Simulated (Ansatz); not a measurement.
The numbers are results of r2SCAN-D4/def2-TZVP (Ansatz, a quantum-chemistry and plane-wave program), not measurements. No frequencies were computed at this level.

Ansatz 0.2 input:
```yaml
crystal:
  periodic: [false, false, false]
  atoms:
    - { symbol: F, position_ang: [2.063875, -1.159637, -0.208289] }
    - { symbol: Si, position_ang: [1.250259, 0.194592, -0.575445] }
    - { symbol: F, position_ang: [2.02993, 1.130501, 0.495265] }
    - { symbol: Si, position_ang: [-0.950361, -0.023356, 0.03105] }
    - { symbol: H, position_ang: [-1.343361, -0.449117, 1.378357] }
    - { symbol: H, position_ang: [-1.54036, 1.295658, -0.204177] }
    - { symbol: H, position_ang: [-1.509983, -0.988642, -0.916763] }
basis:
  gaussian: { orbitals: def2-tzvp }
hamiltonian:
  xc: r2scan
  dispersion: d4
relax:
  max_steps: 150
magnetization:
  spin_polarized: true
  initial_magnetization: 1
```

Output:

```
Functional definition: r2SCAN
948 factors; their error is unknown
mean field evaluation 1: about -21235.4716 eV, gradient 3.4e1 eV
mean field evaluation 2: about -21225.3652 eV, gradient 6.8e1 eV
mean field evaluation 4: about -21238.9884 eV, gradient 1.9e0 eV
mean field evaluation 8: about -21239.0074 eV, gradient 5.0e-2 eV
mean field evaluation 16: about -21238.9941 eV, gradient 1.4e-4 eV
mean field -21238.99410789 eV, -780.5186371578 hartree, gradient 2.9e-5 eV, S^2 0.756662; 0 other end points of the search recorded, 0 dependent functions left out
reference -21238.99412250 eV, -780.5186376946 hartree; 25, 24 occupied and 129, 130 virtual orbitals, 948 factors
relax step   1: F+E_penalty+E_count = -21239.02602871 eV  Δ(F+E_penalty+E_count) = +0.000e0 eV  max|allowed force component| = 1.816e0 eV/Å  Δτ_max = 0.0000 Å  (32 SCF iters, accepted)
these checks for a lower state are left out or cut short: starts, cluster_reference, orbital_swaps, neighbouring_geometries, increment
948 factors; their error is unknown
mean field -21239.02366765 eV, -780.5197234590 hartree, gradient 1.7e-5 eV, S^2 0.755455; 0 other end points of the search recorded, 0 dependent functions left out
reference -21239.02368258 eV, -780.5197240076 hartree; 25, 24 occupied and 129, 130 virtual orbitals, 948 factors
relax step   2: F+E_penalty+E_count = -21239.05509409 eV  Δ(F+E_penalty+E_count) = -2.907e-2 eV  max|allowed force component| = 1.808e0 eV/Å  Δτ_max = 0.1594 Å  (39 SCF iters, accepted)
these checks for a lower state are left out or cut short: starts, cluster_reference, orbital_swaps, neighbouring_geometries, increment
948 factors; their error is unknown
mean field evaluation 32: about -21239.1058 eV, gradient 2.0e-5 eV
mean field -21239.10575804 eV, -780.5227402250 hartree, gradient 2.4e-5 eV, S^2 0.755998; 0 other end points of the search recorded, 0 dependent functions left out
reference -21239.10577274 eV, -780.5227407653 hartree; 25, 24 occupied and 129, 130 virtual orbitals, 948 factors
relax step   3: F+E_penalty+E_count = -21239.13744946 eV  Δ(F+E_penalty+E_count) = -8.236e-2 eV  max|allowed force component| = 1.540e0 eV/Å  Δτ_max = 0.1007 Å  (34 SCF iters, accepted)
these checks for a lower state are left out or cut short: starts, cluster_reference, orbital_swaps, neighbouring_geometries, increment
948 factors; their error is unknown
mean field -21239.14871980 eV, -780.5243190406 hartree, gradient 1.7e-5 eV, S^2 0.755795; 0 other end points of the search recorded, 0 dependent functions left out
reference -21239.14873445 eV, -780.5243195788 hartree; 25, 24 occupied and 129, 130 virtual orbitals, 948 factors
relax step   4: F+E_penalty+E_count = -21239.18058233 eV  Δ(F+E_penalty+E_count) = -4.313e-2 eV  max|allowed force component| = 1.098e0 eV/Å  Δτ_max = 0.0756 Å  (34 SCF iters, accepted)
these checks for a lower state are left out or cut short: starts, cluster_reference, orbital_swaps, neighbouring_geometries, increment
948 factors; their error is unknown
mean field -21239.17787287 eV, -780.5253903960 hartree, gradient 1.3e-5 eV, S^2 0.755626; 0 other end points of the search recorded, 0 dependent functions left out
reference -21239.17788750 eV, -780.5253909337 hartree; 25, 24 occupied and 129, 130 virtual orbitals, 948 factors
relax step   5: F+E_penalty+E_count = -21239.20982372 eV  Δ(F+E_penalty+E_count) = -2.924e-2 eV  max|allowed force component| = 3.763e-1 eV/Å  Δτ_max = 0.0608 Å  (36 SCF iters, accepted)
these checks for a lower state are left out or cut short: starts, cluster_reference, orbital_swaps, neighbouring_geometries, increment
948 factors; their error is unknown
mean field -21239.18493576 eV, -780.5256499524 hartree, gradient 1.7e-5 eV, S^2 0.755783; 0 other end points of the search recorded, 0 dependent functions left out
reference -21239.18495045 eV, -780.5256504922 hartree; 25, 24 occupied and 129, 130 virtual orbitals, 948 factors
relax step   6: F+E_penalty+E_count = -21239.21681739 eV  Δ(F+E_penalty+E_count) = -6.994e-3 eV  max|allowed force component| = 6.838e-2 eV/Å  Δτ_max = 0.0474 Å  (35 SCF iters, accepted)
these checks for a lower state are left out or cut short: starts, cluster_reference, orbital_swaps, neighbouring_geometries, increment
948 factors; their error is unknown
mean field -21239.18577670 eV, -780.5256808566 hartree, gradient 1.8e-5 eV, S^2 0.755746; 0 other end points of the search recorded, 0 dependent functions left out
reference -21239.18579141 eV, -780.5256813972 hartree; 25, 24 occupied and 129, 130 virtual orbitals, 948 factors
relax step   7: F+E_penalty+E_count = -21239.21765431 eV  Δ(F+E_penalty+E_count) = -8.369e-4 eV  max|allowed force component| = 3.128e-2 eV/Å  Δτ_max = 0.0158 Å  (34 SCF iters, accepted)
these checks for a lower state are left out or cut short: starts, cluster_reference, orbital_swaps, neighbouring_geometries, increment
948 factors; their error is unknown
mean field evaluation 64: about -21239.1860 eV, gradient 5.3e-4 eV
mean field -21239.18599430 eV, -780.5256888532 hartree, gradient 2.0e-5 eV, S^2 0.755800; 0 other end points of the search recorded, 0 dependent functions left out
reference -21239.18600902 eV, -780.5256893943 hartree; 25, 24 occupied and 129, 130 virtual orbitals, 948 factors
relax step   8: F+E_penalty+E_count = -21239.21785760 eV  Δ(F+E_penalty+E_count) = -2.033e-4 eV  max|allowed force component| = 1.780e-2 eV/Å  Δτ_max = 0.0146 Å  (30 SCF iters, accepted)
these checks for a lower state are left out or cut short: starts, cluster_reference, orbital_swaps, neighbouring_geometries, increment
948 factors; their error is unknown
mean field -21239.18600899 eV, -780.5256893929 hartree, gradient 1.8e-5 eV, S^2 0.755817; 0 other end points of the search recorded, 0 dependent functions left out
reference -21239.18602371 eV, -780.5256899340 hartree; 25, 24 occupied and 129, 130 virtual orbitals, 948 factors
relax step   9: F+E_penalty+E_count = -21239.21787361 eV  Δ(F+E_penalty+E_count) = -1.601e-5 eV  max|allowed force component| = 5.144e-3 eV/Å  Δτ_max = 0.0025 Å  (29 SCF iters, accepted)
948 factors; their error is unknown
mean field -21239.18600899 eV, -780.5256893929 hartree, gradient 1.8e-5 eV, S^2 0.755817; 1 other end points of the search recorded, 0 dependent functions left out
reference -21239.18602371 eV, -780.5256899340 hartree; 25, 24 occupied and 129, 130 virtual orbitals, 948 factors
Total energy: -21239.21788834 eV, -780.5268609374 hartree
Atom 0 at     2.036121    -1.235620    -0.231360 Å, force    -0.000143     0.003480    -0.000832 eV/Å
Atom 1 at     1.326197     0.174880    -0.503588 Å, force     0.001753    -0.001449     0.005144 eV/Å
Atom 2 at     2.001468     1.202229     0.524125 Å, force    -0.000126    -0.002534    -0.002706 eV/Å
Atom 3 at    -0.983240    -0.012394    -0.005107 Å, force     0.002343    -0.000759     0.002621 eV/Å
Atom 4 at    -1.217045    -0.450790     1.396541 Å, force     0.000791     0.000833    -0.002561 eV/Å
Atom 5 at    -1.598030     1.318984    -0.230804 Å, force    -0.002363     0.002210    -0.000221 eV/Å
Atom 6 at    -1.565471    -0.997290    -0.949808 Å, force    -0.002257    -0.001781    -0.001444 eV/Å
Dipole moment:    -0.304194     0.035910    -0.129869 e Å
```

Cost: around 80 core-seconds (rough).
